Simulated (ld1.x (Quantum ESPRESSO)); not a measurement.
barium, TM: configuration errors across variants

* Element: Ba (Z = 56)
* Generator: ld1.x (Quantum ESPRESSO) 7.5
* Type: norm-conserving Troullier–Martins (Kleinman–Bylander form)
* Functional: LDA (PZ)
* Relativity: scalar-relativistic
* Frozen core: [Kr] 4d10 5s2
* Valence charge: 8
* Reference configuration: 5p6 5d0 6s1 6p0 (charge +1)
* Partial waves: 6s (bound): rc 4.00 bohr; 5d (bound, empty): rc 2.60 bohr; 5p (bound): rc 2.75 bohr
* Local potential: the p channel
* Core correction: none

All-electron excitation energies from the reference (eV): (1) 5p6 5d0 6s2 6p0 -5.543; (2) 5p6 5d0 6s0 6p0 10.171; (3) 5p6 5d0 6s1.5 6p0 -3.332; (4) 5p6 5d0.5 6s1.5 6p0 -4.900; (5) 5p6 5d1 6s0 6p0 0.728; (6) 5p6 5d0 6s1 6p0 spin -0.147; (7) 5p6 5d0 6s1.5 6p0 spin -3.360.

Spin tests fill each open shell by Hund’s rule, majority spin first.

Tests that are not counted but printed errors over 1 eV. “base”: 5p6 5d0 6s0 6p1 (solver errors, printed error -1.8 eV); 5p5 5d0 6s2 6p0 (solver errors, printed error -10.5 eV). “wave 6s (bound): rc 4.00 bohr becomes 6s (bound): rc 5.26 bohr”: 5p6 5d0 6s0 6p1 (solver errors, printed error -1.8 eV). “local potential all-electron potential smoothed inside 2.00 bohr (lloc = -1)”: 5p5 5d0 6s2 6p0 (solver errors, printed error +2.9 eV). “wave 5d (bound): rc 2.60 bohr becomes 5d (bound): rc 2.70 bohr”: 5p6 5d0 6s0 6p1 (solver errors, printed error -1.8 eV); 5p5 5d0 6s2 6p0 (solver errors, printed error -9.6 eV).

2 further variants failed, have other tests or too few solved ones, and are left out.

A true bound ghost makes a file unfit for plane-wave use even where its test errors are small: the radial tests pick states by their node count and pass the ghost by. Where a test does run into it, the solver fails or the error is huge.

Errors AE − PS in meV (a dash: test not solved or not reliable):

| change | (1) | (2) | (3) | (4) | (5) | (6) | (7) | bound ghosts |
| --- | --- | --- | --- | --- | --- | --- | --- | --- |
| base | +2.7 | +10 | +1.2 | +1.3 | -20 | +4.3 | +1.9 | s |
| wave 6s (bound): rc 4.00 bohr becomes 6s (bound): rc 5.26 bohr | -6.6 | -15 | -1.8 | -4.9 | +4.2 | -2.4 | -2.4 | s |
| local potential all-electron potential smoothed inside 2.00 bohr (lloc = -1) | +11 | +9.9 | +3.4 | +13 | -20 | +4.5 | +4.3 | s |
| wave 5d (bound): rc 2.60 bohr becomes 5d (bound): rc 2.70 bohr | +2.7 | +10 | +1.2 | +1.3 | -20 | +4.3 | +1.9 | s |

Give the same row for: wave 5p (bound): rc 2.75 bohr becomes 5p (bound): rc 2.68 bohr.

+2.1, +10.0, +1.0, +0.4, -20, +4.3, +1.8; bound ghosts: s. Not counted: 5p6 5d0 6s0 6p1 (solver errors, printed error -1.8 eV); 5p5 5d0 6s2 6p0 (solver errors, printed error -3.7 eV).
